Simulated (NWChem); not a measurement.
System: C2H7AlO; SMILES [OH][Al]([CH3])[CH3]

Here is an NWChem input.

```
start job
memory heap 200 mb stack 900 mb global 1100 mb
geometry units angstroms noautosym nocenter noautoz
  Al    -0.003441     0.006224     0.070782
  C     -1.692776    -0.118066    -0.894291
  H     -2.548084    -0.206020    -0.206644
  H     -1.710571    -0.989363    -1.570894
  H     -1.859908     0.769779    -1.527943
  C      1.739204     0.115662    -0.816957
  H      1.925676    -0.790555    -1.419295
  H      2.587942     0.231599    -0.124456
  H      1.767213     0.963907    -1.522566
  O     -0.131049     0.012427     1.779110
  H      0.604475     0.071238     2.390407
end
basis spherical
  * library sto-3g
end
dft
  xc b3lyp
  iterations 150
end
property
  response 1 0.0773
end
task dft property
```

Parts of the log:

```
             Northwest Computational Chemistry Package (NWChem) 7.3.0
             --------------------------------------------------------

                             Geometry "geometry" -> ""
                             -------------------------

 Output coordinates in angstroms (scale by  1.889725989 to convert to a.u.)

  No.       Tag          Charge          X              Y              Z
 ---- ---------------- ---------- -------------- -------------- --------------
    1 Al                  13.0000    -0.00344100     0.00622400     0.07078200
    2 C                    6.0000    -1.69277600    -0.11806600    -0.89429100
    3 H                    1.0000    -2.54808400    -0.20602000    -0.20664400
    4 H                    1.0000    -1.71057100    -0.98936300    -1.57089400
    5 H                    1.0000    -1.85990800     0.76977900    -1.52794300
    6 C                    6.0000     1.73920400     0.11566200    -0.81695700
    7 H                    1.0000     1.92567600    -0.79055500    -1.41929500
    8 H                    1.0000     2.58794200     0.23159900    -0.12445600
    9 H                    1.0000     1.76721300     0.96390700    -1.52256600
   10 O                    8.0000    -0.13104900     0.01242700     1.77911000
   11 H                    1.0000     0.60447500     0.07123800     2.39040700

 Effective nuclear repulsion energy (a.u.)     153.9206350640

                              NWChem Property Module
                              ----------------------

                                 NWChem DFT Module
                                 -----------------

 Summary of "ao basis" -> "ao basis" (spherical)
 ------------------------------------------------------------------------------
       Tag                 Description            Shells   Functions and Types
 ---------------- ------------------------------  ------  ---------------------
 Al                          sto-3g                  5        9   3s2p
 C                           sto-3g                  3        5   2s1p
 H                           sto-3g                  1        1   1s
 O                           sto-3g                  3        5   2s1p

            General Information
            -------------------
          SCF calculation type: DFT
          Wavefunction type:  closed shell.
          No. of atoms     :    11
          No. of electrons :    40
           Alpha electrons :    20
            Beta electrons :    20
          Charge           :     0
          Spin multiplicity:     1
          Use of symmetry is: off; symmetry adaption is: off
          Maximum number of iterations: 150
          AO basis - number of functions:    31
                     number of shells:    21
          Convergence on energy requested:  1.00D-06
          Convergence on density requested:  1.00D-05
          Convergence on gradient requested:  5.00D-04

              XC Information
              --------------
                         B3LYP Method XC Potential
                     Hartree-Fock (Exact) Exchange  0.200
                        Slater Exchange Functional  0.800 local
                    Becke 1988 Exchange Functional  0.720 non-local
              Lee-Yang-Parr Correlation Functional  0.810
                  VWN I RPA Correlation Functional  0.190 local

             Grid Information
             ----------------
          Grid used for XC integration:  medium
          Radial quadrature: Mura-Knowles
          Angular quadrature: Lebedev.
          Tag              B.-S. Rad. Rad. Pts. Rad. Cut. Ang. Pts.
          ---              ---------- --------- --------- ---------
          Al                  1.25       88           8.0       590
          C                   0.70       49          11.0       434
          H                   0.35       45          12.0       434
          O                   0.60       49          10.0       434
          Grid pruning is: on
          Number of quadrature shells:   550
          Spatial weights used:  Erf1

      Superposition of Atomic Density Guess
      -------------------------------------

 Sum of atomic energies:        -390.26590610

      Non-variational initial energy
      ------------------------------

 Total energy =    -390.404813
 1-e energy   =    -851.294765
 2-e energy   =     306.969317
 HOMO         =      -0.126066
 LUMO         =       0.335666

   convergence    iter        energy       DeltaE   RMS-Dens  Diis-err
 ---------------- ----- ----------------- --------- --------- ---------
 d= 0,ls=0.0,diis     1   -393.1242743927 -5.47D+02  6.73D-02  5.22D-01
 d= 0,ls=0.0,diis     2   -392.8626450918  2.62D-01  4.58D-02  2.49D+00
 d= 0,ls=0.0,diis     3   -393.2241054404 -3.61D-01  2.79D-03  2.39D-03
 d= 0,ls=0.0,diis     4   -393.2245479770 -4.43D-04  8.78D-04  4.83D-04
 d= 0,ls=0.0,diis     5   -393.2246256474 -7.77D-05  2.47D-04  4.57D-05
  Resetting Diis
 d= 0,ls=0.0,diis     6   -393.2246329568 -7.31D-06  3.72D-05  9.37D-07
 d= 0,ls=0.0,diis     7   -393.2246331095 -1.53D-07  1.43D-05  4.83D-08
 d= 0,ls=0.0,diis     8   -393.2246331089  6.14D-10  7.60D-06  5.21D-08

         Total DFT energy =     -393.224633108911
      One electron energy =     -851.075026098471
           Coulomb energy =      344.918104802163
    Exchange-Corr. energy =      -40.988346876570
 Nuclear repulsion energy =      153.920635063967

 Numeric. integr. density =       39.999996667789

                       DFT Final Molecular Orbital Analysis
                       ------------------------------------

 Vector   18  Occ=2.000000D+00  E=-1.982679D-01
              MO Center= -4.5D-01, -2.8D-02, -3.5D-01, r^2= 3.1D+00
   Bfn.  Coefficient  Atom+Function         Bfn.  Coefficient  Atom+Function
  ----- ------------  ---------------      ----- ------------  ---------------
    12      0.493901   2 C  px                7     -0.337158   1 Al px
    20      0.337885   6 C  px               14      0.261922   2 C  pz
    30      0.220347  10 O  pz               11      0.208250   2 C  s
     3      0.189114   1 Al px               28     -0.189923  10 O  px
    15     -0.139728   3 H  s                19     -0.140275   6 C  s

 Vector   19  Occ=2.000000D+00  E=-1.404027D-01
              MO Center=  6.7D-02,  1.9D-02,  1.3D+00, r^2= 2.1D+00
   Bfn.  Coefficient  Atom+Function         Bfn.  Coefficient  Atom+Function
  ----- ------------  ---------------      ----- ------------  ---------------
    28      0.667424  10 O  px               30     -0.468611  10 O  pz
    27     -0.317013  10 O  s                20      0.293299   6 C  px
    22     -0.189272   6 C  pz               19     -0.184772   6 C  s
     9      0.174351   1 Al pz               31      0.126921  11 H  s
     5     -0.097819   1 Al pz               12      0.095687   2 C  px

 Vector   20  Occ=2.000000D+00  E=-1.385059D-01
              MO Center= -1.2D-01,  1.4D-02,  1.6D+00, r^2= 7.9D-01
   Bfn.  Coefficient  Atom+Function         Bfn.  Coefficient  Atom+Function
  ----- ------------  ---------------      ----- ------------  ---------------
    29      0.930364  10 O  py                8      0.271287   1 Al py
     4     -0.120617   1 Al py               28     -0.085652  10 O  px
    17     -0.041134   5 H  s                16      0.040121   4 H  s
    25     -0.040179   9 H  s                23      0.038108   7 H  s
    13     -0.030576   2 C  py               21     -0.030372   6 C  py

 Vector   21  Occ=0.000000D+00  E= 1.872615D-01
              MO Center= -1.4D-02,  6.5D-03,  1.2D-01, r^2= 1.9D+00
   Bfn.  Coefficient  Atom+Function         Bfn.  Coefficient  Atom+Function
  ----- ------------  ---------------      ----- ------------  ---------------
     8      0.992979   1 Al py                4     -0.395754   1 Al py
    29     -0.368741  10 O  py               17     -0.170397   5 H  s
    23      0.169916   7 H  s                16      0.163801   4 H  s
    25     -0.159671   9 H  s                 7     -0.068187   1 Al px
    13      0.038965   2 C  py               21      0.037263   6 C  py

 Vector   22  Occ=0.000000D+00  E= 2.403232D-01
              MO Center=  2.4D-02,  8.1D-03,  1.9D-01, r^2= 2.6D+00
   Bfn.  Coefficient  Atom+Function         Bfn.  Coefficient  Atom+Function
  ----- ------------  ---------------      ----- ------------  ---------------
     6      1.055657   1 Al s                27     -0.493299  10 O  s
    11     -0.454865   2 C  s                19     -0.441758   6 C  s
    12     -0.400769   2 C  px               20      0.380373   6 C  px
    31      0.320634  11 H  s                 2     -0.293887   1 Al s
    28     -0.270376  10 O  px               30      0.271657  10 O  pz

 Vector   23  Occ=0.000000D+00  E= 3.785030D-01
              MO Center=  1.9D-01,  2.5D-02,  5.8D-01, r^2= 3.7D+00
   Bfn.  Coefficient  Atom+Function         Bfn.  Coefficient  Atom+Function
  ----- ------------  ---------------      ----- ------------  ---------------
     9      0.727589   1 Al pz               31      0.687172  11 H  s
    27     -0.611743  10 O  s                28     -0.403161  10 O  px
    15     -0.365961   3 H  s                19      0.365348   6 C  s
    22      0.349310   6 C  pz               24     -0.335606   8 H  s
    14      0.315223   2 C  pz                5     -0.262920   1 Al pz

[...]

 DFT Linear Response polarizability / au
 Frequency  =       0.0773000 / au
 Wavelength =     589.4353558 / nm
              X              Y              Z
 -----------------------------------------------
 X      28.0596210      0.8252190      1.9422226
 Y       0.8252190     16.0858521      0.2700394
 Z       1.9422271      0.2700411     30.2838424
 -----------------------------------------------
 Eigenvalues =      26.9641462     16.0279100     31.4372593
 Isotropic   =      24.8097718
 Anisotropic =      13.7305872
 -----------------------------------------------

 Magnetic Dipole Response Matrix (nonzero elements):
```

Level: B3LYP/STO-3G. STO-3G and 3-21G are far too small for this property and stand as cheap habits. All runs use the structure optimised with PBE0/def2-SVP.
